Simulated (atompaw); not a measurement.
## Before and after: PAW (atompaw) potential for technetium (Tc)

```
Element                 : technetium (Tc)
Generator               : atompaw 4.2.0.5
Type                    : PAW
Functional              : PBEsol
Relativity              : scalar-relativistic
Frozen core             : [Kr]
Valence charge          : 7
Reference configuration : 4d5 5s1 5p1
Partial waves           : 5s (bound): rc 2.95 bohr; 5s channel at 1.6 Ry: rc 2.95 bohr; 5p (bound): rc 2.95 bohr; 5p channel at 1.55 Ry: rc 2.95 bohr; 4d (bound): rc 2.95 bohr; 4d channel at 0.5 Ry: rc 1.45 bohr
Local potential         : bessel scheme, radius 2.30 bohr
Core correction         : smooth core density matched at 1.50 bohr
Augmentation charge     : sinc compensation charge, radius 2.65 bohr; PAW radius 2.95 bohr; waves and projectors: custom rrkj vanderbiltortho
```

Change: wave 4d channel at 0.5 Ry: rc 1.45 bohr becomes 4d channel at 1.65 Ry: rc 1.45 bohr.

Cutoffs: the cutoffs (Ry, on a coarse ladder) from which the occupation-weighted sum of valence levels, in a spherical-Bessel basis at the reference potential, stays within 10 and 1 mRy of its value at 400 Ry; they do not see the model core or the augmentation charge, which bear on the density cutoff.

Task: What does the change do?

Result: The potential gets harder (10 Ry and 15 Ry → 12 Ry and 18 Ry); neither file shows a bound ghost.

```tsv
quantity	base	changed
cutoff, loose	10 Ry	12 Ry
cutoff, tight	15 Ry	18 Ry
bound ghosts	none	none
s: phases at 2.96 bohr within 0.05 rad from the reference energy up to (Ry; the scan ends near 5)	3.4	3.4
p: phases at 2.96 bohr within 0.05 rad from the reference energy up to (Ry; the scan ends near 5)	3.5	3.5
d: phases at 2.96 bohr within 0.05 rad from the reference energy up to (Ry; the scan ends near 5)	4.9	to the end of the scan
lowest overlap eigenvalue by channel	s 0.59, p 0.57, d 0.15	s 0.59, p 0.57, d 0.63
```

 The cutoffs see the waves, projectors and local potential, not the compensation charge or the core.
